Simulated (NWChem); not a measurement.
All runs are NWChem calculations. System: silole (C$_{4}$H$_{6}$Si), charge 0, spin multiplicity 1, at a geometry optimised with PBE0/def2-SVP. Level: MP2/def2-SVP, 9 core orbitals frozen.

Input file:

```
start mol
memory heap 200 mb stack 900 mb global 1100 mb
geometry units angstroms nocenter noautoz
  C     -0.740459     0.000000     1.291327
  C     -1.355294     0.000000     0.089561
  Si     0.000000     0.000000    -1.204987
  C      1.355294     0.000000     0.089561
  C      0.740459     0.000000     1.291327
  H     -1.280516     0.000000     2.245246
  H     -2.442339     0.000000    -0.012310
  H      0.000000     1.210924    -2.083358
  H      0.000000    -1.210924    -2.083358
  H      2.442339     0.000000    -0.012310
  H      1.280516     0.000000     2.245246
  symmetry group C2v
end
basis spherical
  * library def2-svp
end
scf
  rhf
  nopen 0
  maxiter 100
  thresh 1e-7
  semidirect memsize 60000000 filesize 0
end
mp2
  freeze core 9
end
task mp2 energy
```

Output (cleaned and shortened):

```
             Northwest Computational Chemistry Package (NWChem) 7.3.0
             --------------------------------------------------------

                                NWChem Input Module
                                -------------------

 Scaling coordinates for geometry "geometry" by  1.889725989
 (inverse scale =  0.529177249)

 Turning off AUTOSYM since
 SYMMETRY directive was detected!

                             Geometry "geometry" -> ""
                             -------------------------

 Output coordinates in angstroms (scale by  1.889725989 to convert to a.u.)

  No.       Tag          Charge          X              Y              Z
 ---- ---------------- ---------- -------------- -------------- --------------
    1 C                    6.0000    -0.74045900     0.00000000     1.29132700
    2 C                    6.0000    -1.35529400     0.00000000     0.08956100
    3 Si                  14.0000     0.00000000     0.00000000    -1.20498700
    4 C                    6.0000     1.35529400     0.00000000     0.08956100
    5 C                    6.0000     0.74045900     0.00000000     1.29132700
    6 H                    1.0000    -1.28051600     0.00000000     2.24524600
    7 H                    1.0000    -2.44233900     0.00000000    -0.01231000
    8 H                    1.0000     0.00000000     1.21092400    -2.08335800
    9 H                    1.0000     0.00000000    -1.21092400    -2.08335800
   10 H                    1.0000     2.44233900     0.00000000    -0.01231000
   11 H                    1.0000     1.28051600     0.00000000     2.24524600

 Effective nuclear repulsion energy (a.u.)     200.8032743941

            Nuclear Dipole moment (a.u.)
            ----------------------------
        X                 Y               Z
 ---------------- ---------------- ----------------
     0.0000000000     0.0000000000    -0.0000113384

      Symmetry information
      --------------------

 Group name             C2v
 Group number             16
 Group order               4
 No. of unique centers     6

      Symmetry unique atoms

     1    2    3    6    7    8


 Summary of "ao basis" -> "" (spherical)
 ------------------------------------------------------------------------------
       Tag                 Description            Shells   Functions and Types
 ---------------- ------------------------------  ------  ---------------------
 *                          def2-svp                  on all atoms

 Summary of "ao basis" -> "ao basis" (spherical)
 ------------------------------------------------------------------------------
       Tag                 Description            Shells   Functions and Types
 ---------------- ------------------------------  ------  ---------------------
 C                          def2-svp                 6       14   3s2p1d
 Si                         def2-svp                 8       18   4s3p1d
 H                          def2-svp                 3        5   2s1p

                                 NWChem SCF Module
                                 -----------------

  ao basis        = "ao basis"
  functions       =   104
  atoms           =    11
  closed shells   =    22
  open shells     =     0
  charge          =   0.00
  wavefunction    = RHF
  use symmetry    = T
  symmetry adapt  = T

 Summary of "ao basis" -> "ao basis" (spherical)
 ------------------------------------------------------------------------------
       Tag                 Description            Shells   Functions and Types
[...]
 Vector   24  Occ=0.000000D+00  E= 1.744168D-01  Symmetry=b1
              MO Center= -2.0D-16, -1.8D-17, -1.5D+00, r^2= 4.3D+00
   Bfn.  Coefficient  Atom+Function         Bfn.  Coefficient  Atom+Function
  ----- ------------  ---------------      ----- ------------  ---------------
    39      1.579019   3 Si px               17      1.287746   2 C  s
    49     -1.287746   4 C  s                81     -0.413792   7 H  s
    96      0.413792  10 H  s                23     -0.370862   2 C  pz
    55      0.370862   4 C  pz                3     -0.252951   1 C  s
    63      0.252951   5 C  s

 Vector   25  Occ=0.000000D+00  E= 1.877080D-01  Symmetry=a1
              MO Center=  5.1D-16, -6.3D-17,  1.0D+00, r^2= 8.6D+00
   Bfn.  Coefficient  Atom+Function         Bfn.  Coefficient  Atom+Function
  ----- ------------  ---------------      ----- ------------  ---------------
    76      1.081247   6 H  s               101      1.081247  11 H  s
    17     -0.899269   2 C  s                49     -0.899269   4 C  s
    41      0.850146   3 Si pz                3     -0.817202   1 C  s
    63     -0.817202   5 C  s                81      0.728871   7 H  s
    96      0.728871  10 H  s                86      0.426635   8 H  s

 center of mass
 --------------
 x =  -0.00000000 y =   0.00000000 z =  -0.00619806

 moments of inertia (a.u.)
 ------------------
         366.749481755202           0.000000000000           0.000000000000
           0.000000000000         615.350219294241           0.000000000000
           0.000000000000           0.000000000000         269.710170316183

  Mulliken analysis of the total density
  --------------------------------------

    Atom       Charge   Shell Charges
 -----------   ------   -------------------------------------------------------
    1 C    6     6.04   1.99  0.89  0.26  1.98  0.87  0.05
    2 C    6     6.36   1.99  0.87  0.37  1.99  1.09  0.03
    3 Si  14    13.17   2.00  1.99  0.93  0.10  5.94  1.23  0.70  0.27
    4 C    6     6.36   1.99  0.87  0.37  1.99  1.09  0.03
    5 C    6     6.04   1.99  0.89  0.26  1.98  0.87  0.05
    6 H    1     0.95   0.75  0.17  0.02
    7 H    1     0.94   0.74  0.17  0.03
    8 H    1     1.14   0.74  0.39  0.01
    9 H    1     1.14   0.74  0.39  0.01
   10 H    1     0.94   0.74  0.17  0.03
   11 H    1     0.95   0.75  0.17  0.02

       Multipole analysis of the density wrt the origin
       ------------------------------------------------

     L   x y z        total         open         nuclear
     -   - - -        -----         ----         -------
     0   0 0 0     -0.000000      0.000000     44.000000

     1   1 0 0     -0.000000      0.000000      0.000000
     1   0 1 0      0.000000      0.000000      0.000000
     1   0 0 1      0.269120      0.000000     -0.000011

     2   2 0 0    -26.821267      0.000000    156.522243
     2   1 1 0      0.000000      0.000000      0.000000
     2   1 0 1     -0.000000      0.000000      0.000000
     2   0 2 0    -31.441046      0.000000     10.472767
     2   0 1 1     -0.000000      0.000000      0.000000
     2   0 0 2    -27.084706      0.000000    211.399129

                   NWChem MP2 Semi-direct Energy/Gradient Module
                   ---------------------------------------------

  Basis functions       =    104
  Molecular orbitals    =    104
  Frozen core           =      9
  Frozen virtuals       =      0
  Active alpha occupied =     13
  Active beta occupied  =     13
  Active alpha virtual  =     82
  Active beta virtual   =     82
  Use MO symmetry       = T
  Use skeleton AO sym   = T

  AO/Fock/Back tols     =   1.0D-09  1.0D-09  1.0D-09

 GA uses MA = F    GA memory limited = T

 Available:
  local mem=  1.26D+08
 global mem=  1.44D+08
 local disk=  0.00D+00
  mp2_memr nvloc                    82
  nvloc new                    82
   1 passes of  13:        3145728                      49247                  19278632.
   1 passes of  13: M    126132625           G      144157568           F     122986897.

 Semi-direct pass number   1 of   1  for RHF alpha+beta  at        1.0s
  vrange nnbf                  5314
  mp2_eaftype                    73  avail_ma_in_mb                  1099
 EAF : mp2_eaftype filesize          73    9639316.
  mp2_eaf for mointskh                     73
Node 0 wrote     45.3 Mb in      0.0 s     Agg I/O rate:  1576.2 Mb/s
 Done moints_semi at        3.2s
  mp2_eaftype                    73  avail_ma_in_mb                  1026
 EAF : mp2_eaftype filesize          73    9639316.
  mp2_eaf for kh                    73
 Done maket at        3.4s
 Done multipass loop at        3.4s

          -------------------------------------------
          SCF energy                -443.652217945353
          Correlation energy          -0.616377868834
          Singlet pairs               -0.397944643033
          Triplet pairs               -0.218433225801
          Total MP2 energy          -444.268595814187
          -------------------------------------------

          ---------------------------------------------------
                    Spin Component Scaled (SCS) MP2
          Same spin pairs                     -0.145622150534
          Same spin scaling factor             0.333333333333
          Opposite spin pairs                 -0.470755718300
          Opposite spin scaling fact.          1.200000000000
          SCS-MP2 correlation energy          -0.613447578804
          Total SCS-MP2 energy              -444.265665524157
          ---------------------------------------------------

 -----------------------
 Performance information
 -----------------------

 Timer overhead =  9.61D-08 seconds/call

               Nr. of calls         CPU time (s)                 Wall time (s)                GFlops
             ---------------    -------------------     ------------------------------   -------------------
Name         Min   Avg   Max    Min     Avg     Max     Min     Avg     Max   Mx/calls   Min     Max     Sum
mp2: moin     1     1     1    2.3     2.3     2.3      2.3     2.3     2.3     2.3      0.0     0.0     0.0
mp2: make     1     1     1   0.13    0.13    0.13     0.13    0.13    0.13    0.13      0.0     0.0     0.0
mp2: tota     1     1     1    2.4     2.4     2.4      2.4     2.4     2.4     2.4      0.0     0.0     0.0

 The average no. of pstat calls per process was 3.00D+00
 with a timing overhead of 2.88D-07s

 Task  times  cpu:        3.4s     wall:        3.4s

 Total times  cpu:        3.4s     wall:        3.4s
```
